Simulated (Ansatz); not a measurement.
Cost and result up the ladder for (BeO)4 cube (Be₄O₄) (8 atoms). Total charge 0; singlet. Geometry: B3LYP-D4/def2-SVP.

Cartesian coordinates in Å:
```
Be 0.857 0.251 -0.904
Be 0.575 -0.026 1.133
Be -0.538 -1.129 -0.228
Be -0.894 0.903 -0.001
O 0.643 1.350 0.273
O 1.069 -1.081 0.001
O -0.688 0.031 -1.356
O -1.025 -0.300 1.082
```

Ansatz on 2 threads of AMD EPYC 7R43 on a shared host. Times are rough, and most runs start from the orbitals of an earlier one. ωB97M-V/def2-TZVP serves as the yardstick here, not as an exact answer. Differences are given only for rows in sets of like size (and for xTB, whose basis is part of the method), since another set adds its own error. Binding counts from free atoms at the same level (Be singlet, O triplet; other spins of the atoms weren't run), without zero-point energy or a counterpoise term.

Correlated methods freeze 4 core orbitals. The rows differ in basis, and correlated rows in double-zeta sets carry the largest basis error. Another isomer (singlet) lies 1.70 eV lower at PBE0-D4/def2-TZVP; other spin states weren't run for this one.

Correlated methods converge slowly with the basis, most of all in double-zeta sets.

| level | functions | wall time |
| --- | --- | --- |
| PBE-D4/def2-SVP | 92 | 1.9 s |
| PBE0-D4/def2-SVP | 92 | 2.6 s |
| MP2/def2-TZVP | 200 | 4.8 s |
| PBE-D4/def2-TZVP (with forces) | 200 | 5.5 s |
| BLYP-D4/def2-TZVP | 200 | 5.5 s |
| PBE0-D4/def2-TZVP | 200 | 6 s |
| r2SCAN-D4/def2-TZVP | 200 | 7.5 s |
| r2SCAN0-D4/def2-TZVP | 200 | 9.5 s |
| CCSD(T)/def2-SVP | 92 | 14 s |
| ωB97M-V/def2-TZVP | 200 | 17 s |

(1) Estimate what each level gives for the binding energy per atom (eV).

## Answers

(1) 
```json
{"level": "PBE-D4/def2-SVP", "binding energy per atom (eV)": "4.92", "difference from ωB97M-V/def2-TZVP (eV)": "–"}
{"level": "PBE0-D4/def2-SVP", "binding energy per atom (eV)": "4.70", "difference from ωB97M-V/def2-TZVP (eV)": "–"}
{"level": "MP2/def2-TZVP", "binding energy per atom (eV)": "4.82", "difference from ωB97M-V/def2-TZVP (eV)": "0.06"}
{"level": "PBE-D4/def2-TZVP (with forces)", "binding energy per atom (eV)": "4.93", "difference from ωB97M-V/def2-TZVP (eV)": "0.18"}
{"level": "BLYP-D4/def2-TZVP", "binding energy per atom (eV)": "4.81", "difference from ωB97M-V/def2-TZVP (eV)": "0.05"}
{"level": "PBE0-D4/def2-TZVP", "binding energy per atom (eV)": "4.74", "difference from ωB97M-V/def2-TZVP (eV)": "-0.01"}
{"level": "r2SCAN-D4/def2-TZVP", "binding energy per atom (eV)": "4.87", "difference from ωB97M-V/def2-TZVP (eV)": "0.12"}
{"level": "r2SCAN0-D4/def2-TZVP", "binding energy per atom (eV)": "4.70", "difference from ωB97M-V/def2-TZVP (eV)": "-0.05"}
{"level": "CCSD(T)/def2-SVP", "binding energy per atom (eV)": "4.06", "difference from ωB97M-V/def2-TZVP (eV)": "–"}
{"level": "ωB97M-V/def2-TZVP", "binding energy per atom (eV)": "4.75", "difference from ωB97M-V/def2-TZVP (eV)": "0.00"}
```
